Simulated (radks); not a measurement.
The numbers below are computed, except where a source is named.
Species: the barium ion Ba+. Configuration: [Xe] 6s0.75 6p0.25 (fractional occupations, a model configuration). Code: a radial shooting solver on a logarithmic mesh with Libxc functionals. Model: scalar-relativistic Kohn-Sham, PBEsol, spin-unpolarised, spherical densities, finite nucleus; Fermi nuclear charge, rms radius 4.8378 fm.

Local quantities along the radius. ELF = 1/(1 + alpha^2) is the electron localisation function; alpha = (tau - tau_W)/tau_unif compares the Pauli kinetic energy density with that of the uniform gas; r v_xc is r times the local exchange-correlation potential (hartree bohr); -r V(r) is the screened charge that the Kohn-Sham potential presents (atomic units); 4 pi r^2 rho is in e/bohr. tau is taken from the large components.

| r (bohr) | ELF | alpha | r v_xc | -r V(r) | 4 pi r^2 rho |
|---|---|---|---|---|---|
| 0.00122 | 0.999 | 0.02386 | -0.09497 | 55.67 | 3.385 |
| 0.001667 | 0.999 | 0.02462 | -0.1143 | 55.53 | 5.691 |
| 0.002278 | 0.999 | 0.02640 | -0.1407 | 55.34 | 9.391 |
| 0.003137 | 0.999 | 0.02978 | -0.1761 | 55.09 | 15.29 |
| 0.004285 | 0.999 | 0.03560 | -0.2195 | 54.74 | 23.75 |
| 0.005854 | 0.998 | 0.04591 | -0.2718 | 54.27 | 35.21 |
| 0.007998 | 0.996 | 0.06532 | -0.3316 | 53.65 | 48.98 |
| 0.01093 | 0.989 | 0.1054 | -0.3947 | 52.82 | 62.61 |
| 0.01493 | 0.962 | 0.1982 | -0.4538 | 51.74 | 71.78 |
| 0.02039 | 0.841 | 0.4346 | -0.4989 | 50.34 | 72.56 |
| 0.02808 | 0.503 | 0.9932 | -0.5270 | 48.52 | 66.53 |
| 0.03837 | 0.321 | 1.454 | -0.5648 | 46.31 | 65.01 |
| 0.05241 | 0.501 | 0.9990 | -0.6842 | 43.64 | 77.93 |
| 0.07161 | 0.733 | 0.6036 | -0.8277 | 40.45 | 94.38 |
| 0.09783 | 0.667 | 0.7073 | -0.8944 | 36.72 | 89.25 |
| 0.1336 | 0.351 | 1.360 | -0.8894 | 32.50 | 71.00 |
| 0.1826 | 0.493 | 1.014 | -1.036 | 28.01 | 75.41 |
| 0.2514 | 0.758 | 0.5647 | -1.199 | 23.30 | 78.80 |
| 0.3435 | 0.494 | 1.012 | -1.089 | 18.85 | 46.02 |
| 0.4693 | 0.241 | 1.773 | -1.007 | 14.66 | 28.21 |
| 0.6411 | 0.746 | 0.5830 | -1.252 | 10.94 | 33.00 |
| 0.8758 | 0.614 | 0.7925 | -1.200 | 7.739 | 21.28 |
| 1.197 | 0.270 | 1.643 | -0.9988 | 5.345 | 9.579 |
| 1.635 | 0.668 | 0.7055 | -1.052 | 3.801 | 6.671 |
| 2.251 | 0.727 | 0.6127 | -0.9598 | 2.724 | 3.386 |
| 3.075 | 0.158 | 2.308 | -0.6853 | 2.020 | 0.9658 |
| 4.201 | 0.104 | 2.932 | -0.5828 | 1.714 | 0.3540 |
| 5.74 | 0.361 | 1.331 | -0.5318 | 1.565 | 0.1597 |
| 7.841 | 0.070 | 3.637 | -0.3609 | 1.365 | 0.03320 |
| 10.71 | 0.002 | 22.04 | -0.2170 | 1.217 | 0.002478 |

On this mesh the ELF has minima near r = 0.038, 0.16, 0.40, 1.2, 3.6 bohr, which separate the shells, and maxima near 0.0010 (1.00), 0.084 (0.74), 0.25 (0.76), 0.75 (0.75), 1.9 (0.79), 5.7 (0.36).
